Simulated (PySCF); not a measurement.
# Polarisability and C₆ of K⁺ (potassium, charge +1)

[Ar], closed-shell 1S. Calculation: PySCF 2.14, in aug-cc-pVQZ-X2C (8s7p5d3f2g, 93 functions); the spin-free X2C one-electron Hamiltonian (Gaussian nucleus). Coupled (time-dependent) response in atomic units; α is the mean over directions.

| method | mean α (bohr³) | C₆ (like pair) | S(−4) |
| --- | --- | --- | --- |
| CAM-B3LYP | 5.364 | 21.95 | 5.638 |

S(−4) is the Cauchy moment in α(ω) = α(0) + S(−4) ω² + …

α(iu) at CAM-B3LYP:

| u (hartree) | α(iu) (bohr³) |
| --- | --- |
| 0 | 5.364 |
| 0.0500 | 5.349 |
| 0.100 | 5.308 |
| 0.200 | 5.149 |
| 0.300 | 4.906 |
| 0.500 | 4.277 |
| 0.750 | 3.444 |
| 1.00 | 2.724 |
| 1.50 | 1.722 |
| 2.00 | 1.144 |
| 3.00 | 0.5879 |
| 5.00 | 0.2326 |

For an ion, C₆ is the dispersion term alone; charge-induced terms of lower order in 1/R come first.
